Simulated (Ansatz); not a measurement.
Z-matrix (Å, degrees):
```
C
C 1 1.3780
C 1 1.3780 2 124.76
H 2 1.0820 1 121.48 3 -180.00
H 3 1.0820 1 121.48 2 180.00
H 3 1.0844 5 117.59 1 -180.00
H 2 1.0844 4 117.59 1 180.00
H 1 1.0878 2 117.62 4 0.00
```
Charge 0, spin multiplicity 2.

The numbers are results of Ansatz (a first-principles code) with frozen-core CCSD(T)/cc-pVTZ // PBE0-D4/def2-TZVP, not measurements.

- HF energy = -116.51133 Ha
- MP2 correlation energy = -0.45689 Ha

Q: Estimate the CCSD correlation energy, the (T) correction, the total energy and the T1 diagnostic.

A: 
| Item | Result |
|---|---|
| CCSD correlation energy | -0.49992 Ha |
| (T) correction | -0.02094 Ha |
| CCSD(T) total energy | -117.03219 Ha |
| T1 diagnostic | 0.028 |
